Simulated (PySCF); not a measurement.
C3H6F2Si, SMILES F/C=C\[SiH2]CF.

The structure is a stationary point at ωB97X-D3(BJ)/def2-SVP. The structure was generated by enumeration; whether it is a known compound was not checked. One conformer was computed; it need not be the lowest.

These are PySCF with PBE0/def2-TZVP values and carry that method's errors.

The molecule is in vacuum.

| Quantity | Value |
|---|---|
| total energy | -606.75442 hartree |
| point group | Cs |
| highest occupied level | -7.96 eV |
| lowest empty level | -0.53 eV |
| orbital gap | 7.43 eV |
| dipole moment | 2.85 D |
| quadrupole, principal values (traceless, Buckingham form, about the centre of nuclear charge) | -2.12, -0.15, 2.27 D·Å |
| mean static polarisability | 62.9 bohr³ (9.32 Å³) |
| polarisability, principal values | 49.3, 63.7, 75.6 bohr³ |
